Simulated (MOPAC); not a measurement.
A run for MOPAC: PM7 on AlH3O2 (SMILES [OH][AlH][OH]), a point of a bond scan (R = 2.347 Å).

```
PM7 1SCF PRECISE CHARGE=0 THREADS=1
AlH3O2

Al    -0.35083796 1    -0.22531071 1    -0.18690700 1
H     -2.14499218 1    -1.40805719 1    -1.13102512 1
O     -0.12879702 1     1.39194619 1    -0.63416865 1
H      0.57601648 1     1.94766290 1    -0.29821585 1
O      0.73397506 1    -0.91514665 1     0.92276728 1
H      0.69039347 1    -1.81921166 1     1.23553693 1
```

It printed:

```
*******************************************************************************
 **                                                                           **
 **                              MOPAC v23.2.5                                **
 **                                                                           **
 *******************************************************************************
 ** MOPAC's Digital Object Identifier: https://doi.org/10.5281/zenodo.6511958 **
 **                                                                           **
 ** Please cite the open-source release paper for use of this MOPAC version:  **
 ** J. E. Moussa and J. J. P. Stewart (2026)                                  **
 ** MOPAC: An open-source semiempirical molecular orbital program             **
 ** J. Open Source Softw., 11(119), 8025, https://doi.org/10.21105/joss.08025 **
 *******************************************************************************

                              PM7 CALCULATION RESULTS

 *******************************************************************************
 *  PM7        - The PM7 Hamiltonian to be used
 *
 *
 *
 *                 CHARGE ON SYSTEM = 0
 *
 *
 *
 *  PRECISE    - TIGHTER CRITERIA TO BE USED
 *  1SCF       - DO 1 SCF AND THEN STOP
 *  THREADS=1  - MULTI-THREADING NOT USED
 *  T=         - A TIME OF 172800.0 SECONDS REQUESTED
 *  DUMP=N     - RESTART FILE WRITTEN EVERY 7200.0 SECONDS REQUESTED
 *******************************************************************************
PM7 1SCF PRECISE CHARGE=0 THREADS=1
 AlH3O2

   ATOM   CHEMICAL          X               Y               Z
  NUMBER   SYMBOL      (ANGSTROMS)     (ANGSTROMS)     (ANGSTROMS)

     1      Al         -0.35083796  *  -0.22531071  *  -0.18690700  *
     2       H         -2.14499218  *  -1.40805719  *  -1.13102512  *
     3       O         -0.12879702  *   1.39194619  *  -0.63416865  *
     4       H          0.57601648  *   1.94766290  *  -0.29821585  *
     5       O          0.73397506  *  -0.91514665  *   0.92276728  *
     6       H          0.69039347  *  -1.81921166  *   1.23553693  *



          CARTESIAN COORDINATES

    NO.       ATOM           X           Y           Z

     1        Al         -0.3508     -0.2253     -0.1869
     2         H         -2.1450     -1.4081     -1.1310
     3         O         -0.1288      1.3919     -0.6342
     4         H          0.5760      1.9477     -0.2982
     5         O          0.7340     -0.9151      0.9228
     6         H          0.6904     -1.8192      1.2355

 General Reference for PM7:
 "Optimization of Parameters for Semiempirical Methods VI: More Modifications to the
 NDDO Approximations and Re-optimization of Parameters", J. J. P. Stewart, J. Mol. Mod., 1:32, 19 (2013)
 https://link.springer.com/article/10.1007/s00894-012-1667-x

           Empirical Formula: H3 O2 Al  =     6 atoms



      MOLECULAR POINT GROUP   :   Cs


      RHF CALCULATION, NO. OF DOUBLY OCCUPIED LEVELS = 9


 -------------------------------------------------------------------------------
 PM7 1SCF PRECISE CHARGE=0 THREADS=1
 AlH3O2



     1SCF WAS SPECIFIED, SO BFGS WAS NOT USED
     SCF FIELD WAS ACHIEVED


                              PM7 CALCULATION
                                                       MOPAC v23.2.5 Linux




          FINAL HEAT OF FORMATION =        -83.74082 KCAL/MOL =    -350.37159 KJ/MOL


          COSMO AREA              =         97.44 SQUARE ANGSTROMS
          COSMO VOLUME            =         81.19 CUBIC ANGSTROMS

          IONIZATION POTENTIAL    =          8.982351 EV
          HOMO LUMO ENERGIES (EV) =         -8.982  0.210
          NO. OF FILLED LEVELS    =          9
          MOLECULAR WEIGHT        =         62.0040         POINT GROUP:  Cs

          MOLECULAR DIMENSIONS (Angstroms)

            Atom       Atom       Distance
            H     4    H     2     4.39981
            H     6    O     3     3.45756
            H     6    H     4     0.00000


          SCF CALCULATIONS        =          1





   ATOM   CHEMICAL          X               Y               Z
  NUMBER   SYMBOL      (ANGSTROMS)     (ANGSTROMS)     (ANGSTROMS)

     1      Al         -0.35083796  *  -0.22531071  *  -0.18690700  *
     2       H         -2.14499218  *  -1.40805719  *  -1.13102512  *
     3       O         -0.12879702  *   1.39194619  *  -0.63416865  *
     4       H          0.57601648  *   1.94766290  *  -0.29821585  *
     5       O          0.73397506  *  -0.91514665  *   0.92276728  *
     6       H          0.69039347  *  -1.81921166  *   1.23553693  *

                             CARTESIAN COORDINATES

   1   Al       -0.350837960    -0.225310710    -0.186907000
   2    H       -2.144992180    -1.408057190    -1.131025120
   3    O       -0.128797020     1.391946190    -0.634168650
   4    H        0.576016480     1.947662900    -0.298215850
   5    O        0.733975060    -0.915146650     0.922767280
   6    H        0.690393470    -1.819211660     1.235536930


           Empirical Formula: H3 O2 Al  =     6 atoms



      MOLECULAR POINT GROUP   :   Cs


                  EIGENVALUES
 -30.71129 -29.43395 -18.64870 -17.61647 -14.12336 -14.12127 -13.91805 -13.27276
  -8.98235   0.20967   1.31906   1.94989   3.15591   4.87145   5.25272  17.60223
  17.97964  18.27457  20.65723  21.21962


              NET ATOMIC CHARGES AND DIPOLE CONTRIBUTIONS

  ATOM NO.   TYPE          CHARGE      No. of ELECS.   s-Pop       p-Pop       d-Pop
    1         Al           0.379826        2.6202     0.41332     1.52219     0.68466
    2          H          -0.029376        1.0294     1.02938
    3          O          -0.575079        6.5751     1.64124     4.93383
    4          H           0.398198        0.6018     0.60180
    5          O          -0.562481        6.5625     1.66371     4.89877
    6          H           0.388912        0.6111     0.61109
 DIPOLE           X         Y         Z       TOTAL
 POINT-CHG.     0.427    -1.258     0.815     1.558
 HYBRID         1.141     0.696     0.622     1.474
 SUM            1.568    -0.562     1.437     2.199


          ATOMIC ORBITAL ELECTRON POPULATIONS

     Atom    s        px        py        pz      x^2-y^2     xz        z^2       yz        xy
    1 Al   0.41332   0.59901   0.53181   0.39137   0.13802   0.09779   0.12339   0.15135   0.17411
    2  H   1.02938
    3  O   1.64124   1.56269   1.64265   1.72850
    4  H   0.60180
    5  O   1.66371   1.75774   1.42618   1.71486
    6  H   0.61109

 **********************
 *                    *
 * JOB ENDED NORMALLY *
 *                    *
 **********************




 == MOPAC DONE ==
```

The run finished.

Cost: very roughly 0.020 core-seconds.
